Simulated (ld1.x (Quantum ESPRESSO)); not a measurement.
# nickel, RRKJ: configuration errors across variants

nickel, norm-conserving RRKJ (Kleinman–Bylander form), made with ld1.x (Quantum ESPRESSO) 7.5 (PBE, fully relativistic). Core [Ar], reference 3d8 4s2 4p0. Waves: 4s (bound): rc 2.20 bohr; 4p (bound, empty): rc 3.35 bohr; 3d (bound): rc 1.05 bohr. Local part: all-electron potential smoothed inside 1.95 bohr (lloc = -1). Core correction: none. rho0 = 0.001.

Open shells are filled in proportion to 2j + 1 (rel_dist='average').

All-electron excitation energies from the reference (eV): (1) 3d8 4s1 4p0 9.323; (2) 3d8 4s0 4p0 26.674; (3) 3d7 4s0 4p0 64.140; (4) 3d8 4s0 4p2 9.501; (5) 3d8 4s1 4p1 4.595; (6) 3d7 4s2 4p1 10.544; (7) 3d7 4s2 4p0 16.120.

Errors AE − PS in meV (a dash: test not solved or not reliable):

| change | (1) | (2) | (3) | (4) | (5) | (6) | (7) | bound ghosts |
| --- | --- | --- | --- | --- | --- | --- | --- | --- |
| base | +3.8 | +50 | +114 | +12 | +2.0 | -237 | -190 | none |
| wave 4p (bound): rc 3.35 bohr becomes 4p (bound): rc 2.18 bohr | +3.8 | +50 | +114 | +12 | +2.2 | -244 | -190 | none |
| wave 4p (bound): rc 3.35 bohr becomes 4p (bound): rc 2.84 bohr | +3.8 | +50 | +114 | +6.0 | +1.0 | -252 | -190 | none |
| wave 4p (bound): rc 3.35 bohr becomes 4p (bound): rc 3.12 bohr | +3.8 | +50 | +114 | +8.0 | +1.3 | -245 | -190 | none |
| wave 4p (bound): rc 3.35 bohr becomes 4p (bound): rc 3.36 bohr | +3.8 | +50 | +114 | +12 | +2.0 | -237 | -190 | none |
| wave 4p (bound): rc 3.35 bohr becomes 4p (bound): rc 3.68 bohr | +3.8 | +50 | +114 | +17 | +3.1 | -227 | -190 | none |
| wave 4p (bound): rc 3.35 bohr becomes 4p (bound): rc 4.00 bohr | +3.8 | +50 | +114 | +26 | +4.7 | -215 | -190 | none |
| wave 4p (bound): rc 3.35 bohr becomes 4p (bound): rc 4.32 bohr | +3.8 | +50 | +114 | +31 | +5.8 | -208 | -190 | none |
| wave 4p (bound): rc 3.35 bohr becomes 4p (bound): rc 4.70 bohr | +3.8 | +50 | +114 | +33 | +6.0 | -206 | -190 | none |
| wave 4p (bound): rc 3.35 bohr becomes 4p (bound): rc 4.94 bohr | +3.8 | +50 | +114 | +30 | +5.3 | -210 | -190 | none |

Give the same row for: wave 4p (bound): rc 3.35 bohr becomes 4p (bound): rc 2.52 bohr.

+3.8, +50, +114, +7.6, +1.4, -254, -190; bound ghosts: none.
